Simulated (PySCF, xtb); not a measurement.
W(O)(NH)(OH)(NH2) (H4N2O2W), SMILES [NH]=[W]([NH2])(=[O])[OH], multiplicity 1.

xtb with GFN2-xTB at its own geometry gives an orbital gap of 3.33 eV and a dipole moment of 5.21 D.

The structure is a stationary point at PBE0-D3(BJ)/def2-SVP. The multiplicity is an assumed one; no other spin state was optimised. The structure was generated by enumeration; whether it is a known compound was not checked. The def2 effective core potentials stand for the cores of W; spin–orbit coupling is left out. Other conformers were not sampled.

What does B3LYP/def2-TZVP (PySCF) give? (An estimate is asked for; the answer gives what the named calculation found.)

gap 6.50 eV (levels -7.60 and -1.10 eV), dipole 3.12 D.
